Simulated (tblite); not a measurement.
Species: C4H7F2O2Si (doublet state).
Atom-mapped SMILES: `[O:1]=[CH:2][C@@:3]([SiH2:4])([CH2:5][F:6])[O:7][CH2:8][F:9]` (hydrogens: H10 on C2; H11, H12 on Si4; H13, H14 on C5; H15, H16 on C8)

Geometry (GFN2-xTB, Å), atoms numbered from 1 in this order:
```
atom  x, y, z in Å
O1     0.9987    1.7177    1.1635
C2     0.0941    1.3886    0.4253
C3    -0.2932   -0.0042    0.1091
Si4   -1.5335   -0.2888    1.5677
C5    -0.9330   -0.1782   -1.2638
F6    -2.2245    0.2917   -1.2125
O7     0.7078   -0.9801    0.3815
C8     1.9057   -0.8337   -0.2653
F9     1.7838   -1.1596   -1.6019
H10   -0.5858    2.1323   -0.0310
H11   -0.7890   -0.4927    2.7965
H12   -2.6521    0.6405    1.5565
H13   -0.9798   -1.2392   -1.5253
H14   -0.4166    0.3788   -2.0526
H15    2.6042   -1.5520    0.1752
H16    2.3057    0.1877   -0.2342
```

Level: GFN2-xTB in tblite, geometry and Hessian alike; calculated harmonic values, unscaled, isolated species. The method is semi-empirical: single wavenumbers can be off by several per cent or more. Modes of hydrogen on silicon can be 10 to 20 % off. One conformer, not necessarily the lowest. Open shells enter through the occupations alone, without spin polarisation, and single modes of such species can be off by tens of per cent.

Harmonic wavenumbers (cm⁻¹): 51.1, 70.9, 105.3, 115.0, 140.4, 164.8, 193.3, 218.8, 272.2, 305.0, 363.5, 415.1, 487.8, 525.8, 545.0, 608.3, 698.8, 739.8, 821.4, 878.4, 950.5, 987.1, 1027.9, 1058.5, 1100.1, 1130.6, 1155.8, 1207.8, 1242.1, 1312.7, 1318.5, 1362.9, 1425.0, 1445.5, 1692.7, 2355.0, 2389.3, 2771.6, 2930.7, 2950.9, 2970.1, 2972.2.

A = 1632, B = 1115, C = 904.6 MHz; mass 153.018 u (most abundant isotopes); point group C1, symmetry number 1; spin multiplicity 2.

Problem. Zero-point energy?

Solution. ½Σν̃ = 22739 cm⁻¹ = 272.02 kJ/mol.

Problem. Entropy at 400 K, 1 bar (ideal gas, RRHO, classical rotation)?

Solution. Translation 177.70, rotation 127.76, vibration 185.96, spin (R ln 2) 5.76: S = 497.2 J/(mol K).

Problem. And Cp and H(400 K) − H(0)?

Solution. Cp = 202.22 J/(mol K), of which vibrations give 168.96 (their classical limit is 42 R = 349.2); H(400 K) − H(0) = 50.80 kJ/mol without the zero-point energy, 37.50 from vibrations.

Problem. Which modes carry the vibrational entropy at 400 K?

Solution. 51.1 cm⁻¹: 22.41; 70.9 cm⁻¹: 19.70; 105.3 cm⁻¹: 16.44; 115.0 cm⁻¹: 15.71; 140.4 cm⁻¹: 14.08; 164.8 cm⁻¹: 12.78 J/(mol K); the other 36 give 84.84 together.

Problem. Blend soft modes into free rotors: weight 1/[1 + (100 cm⁻¹/ν̃)⁴] for the oscillator and the rest for a rotor with moment μB/(μ + B), μ = h/(8π²ν), B = 10⁻⁴⁴ kg m². What vibrational entropy results?

Solution. 172.41 J/(mol K) in place of 185.96, which changes −T·S at 400 K by +5.42 kJ/mol.

Problem. How do the functions run with temperature in this model?

Solution. 
```tsv
T (K)	S (J/(mol K))	Cp (J/(mol K))	H − H(0) (kJ/mol)	G − H(0) (kJ/mol)	ln q(vib)
150	348.2	112.2	11.00	-41.23	3.55
250	414.8	150.9	24.19	-79.50	6.69
298.15	442.8	168.4	31.88	-100.15	8.15
600	589.3	252.1	96.58	-257.01	16.47
900	701.1	297.9	179.72	-451.23	23.63
```

q(vib) and H(0) count from the zero-point level.

Hindered rotation and anharmonicity are outside this model. Other conformers, if any are populated, would add a mixing term that is left out. The structure is chiral; the term R ln 2 for an equal mix with its mirror image is left out.
